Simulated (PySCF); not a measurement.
Si(OSiH3)2(H)(F) (FH₇O₂Si₃), SMILES F[SiH](O[SiH3])O[SiH3].

Geometry optimised at PBE0-D3(BJ)/def2-SVP. One conformer was computed; it need not be the lowest.

Computed with TDDFT-PBE/def2-SVPD in PySCF.

Vertical excitations. 

```
state  energy (eV)  λ (nm)      f                          main pairs
-----  -----------  ------  -----  ----------------------------------
S1            6.53     190  0.000                      HOMO→LUMO 99 %
S2            6.74     184  0.000                    HOMO−1→LUMO 99 %
S3            6.88     180  0.003                    HOMO−2→LUMO 96 %
S4            7.03     176  0.003  HOMO→LUMO+1 82 %, HOMO−3→LUMO 15 %
S5            7.13     174  0.005  HOMO−3→LUMO 81 %, HOMO→LUMO+1 16 %
S6            7.26     171  0.006                  HOMO−1→LUMO+1 95 %
S7            7.39     168  0.001                  HOMO−2→LUMO+1 97 %
S8            7.47     166  0.048                    HOMO→LUMO+2 96 %
S9            7.61     163  0.005                  HOMO−3→LUMO+1 95 %
S10           7.67     162  0.007                  HOMO−1→LUMO+2 95 %
T1            6.33     196      0                      HOMO→LUMO 98 %
T2            6.53     190      0                    HOMO−1→LUMO 96 %
T3            6.65     186      0                    HOMO−2→LUMO 88 %
T4            6.78     183      0  HOMO→LUMO+1 48 %, HOMO−3→LUMO 43 %
```
Triplets are in the Tamm–Dancoff approximation, which puts them higher than full response would, so one can lie above its singlet here.
